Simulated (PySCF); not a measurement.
Molfile (atoms numbered from 1):
```
C2H11NOSi2
     RDKit          3D

 17 16  0  0  0  0  0  0  0  0999 V2000
   -1.3523    1.4671   -0.6489 C   0  0  0  0  0  0  0  0  0  0  0  0
   -1.0452    0.1013   -0.3026 N   0  0  0  0  0  0  0  0  0  0  0  0
   -1.5771   -0.3238    0.9680 C   0  0  0  0  0  0  0  0  0  0  0  0
    0.1573   -0.7984   -1.1461 Si  0  0  0  0  0  4  0  0  0  0  0  0
    1.7315   -0.4674   -0.6985 O   0  0  0  0  0  0  0  0  0  0  0  0
    2.6818   -0.3900    0.6549 Si  0  0  0  0  0  4  0  0  0  0  0  0
   -2.4454    1.6349   -0.6682 H   0  0  0  0  0  0  0  0  0  0  0  0
   -0.9199    2.1953    0.0657 H   0  0  0  0  0  0  0  0  0  0  0  0
   -0.9626    1.7109   -1.6487 H   0  0  0  0  0  0  0  0  0  0  0  0
   -1.1600    0.2501    1.8199 H   0  0  0  0  0  0  0  0  0  0  0  0
   -1.3581   -1.3879    1.1438 H   0  0  0  0  0  0  0  0  0  0  0  0
   -2.6758   -0.2018    0.9990 H   0  0  0  0  0  0  0  0  0  0  0  0
    0.0753   -0.4513   -2.5889 H   0  0  0  0  0  0  0  0  0  0  0  0
   -0.1047   -2.2395   -0.8643 H   0  0  0  0  0  0  0  0  0  0  0  0
    4.1001   -0.6348    0.2676 H   0  0  0  0  0  0  0  0  0  0  0  0
    2.2609   -1.4211    1.6558 H   0  0  0  0  0  0  0  0  0  0  0  0
    2.5740    0.9582    1.2911 H   0  0  0  0  0  0  0  0  0  0  0  0
  1  2  1  0
  2  3  1  0
  2  4  1  0
  4  5  1  0
  5  6  1  0
  1  7  1  0
  1  8  1  0
  1  9  1  0
  3 10  1  0
  3 11  1  0
  3 12  1  0
  4 13  1  0
  4 14  1  0
  6 15  1  0
  6 16  1  0
  6 17  1  0
M  END
```

PySCF 2.14 calculation with NMR shieldings at HF/pcSseg-1/GIAO and geometry from PBE0-D3(BJ)/def2-SVP; one conformer, gas phase, one averaged value for each set of equivalent atoms, non-relativistic.

Shifts are taken against calculated references (same method and geometry level): TMS for $^{13}$C, $^{1}$H, $^{29}$Si; NH3 for $^{15}$N; $^{17}$O against H2O.

```json
{"atoms": "Si4", "nucleus": "$^{29}$Si", "count": "1", "δ (ppm)": "-30.8"}
{"atoms": "O5", "nucleus": "$^{17}$O", "count": "1", "δ (ppm)": "27.4"}
{"atoms": "Si6", "nucleus": "$^{29}$Si", "count": "1", "δ (ppm)": "-46.1"}
{"atoms": "C1/C3", "nucleus": "$^{13}$C", "count": "2", "δ (ppm)": "35.7"}
{"atoms": "H15/H16/H17", "nucleus": "$^{1}$H", "count": "3", "δ (ppm)": "?"}
{"atoms": "H7/H8/H9/H10/H11/H12", "nucleus": "$^{1}$H", "count": "6", "δ (ppm)": "2.47"}
{"atoms": "H13/H14", "nucleus": "$^{1}$H", "count": "2", "δ (ppm)": "4.09"}
{"atoms": "N2", "nucleus": "$^{15}$N", "count": "1", "δ (ppm)": "?"}
```

**Question.** Estimate the values marked ?.

**Answer.** 
- H15/H16/H17: 4.44 ppm, hydrogen on a silicon bonded to O
- N2: 19.8 ppm, nitrogen bonded to 2 C, Si

Shifts are as computed. Against solution values, carbons near 30 ppm lie about -0 ppm off and those near 130 ppm about +7 ppm. Of 1309 compounds with measured shifts, 239 miss one by over three times the rms of a fit or turn the order of signals round; such compounds aren't used in these exercises. Experimental scales use liquid or dissolved standards, which lie at an offset from isolated NH3 (liquid NH3: subtract about 20 ppm) and H2O (liquid H2O: subtract about 36 ppm).
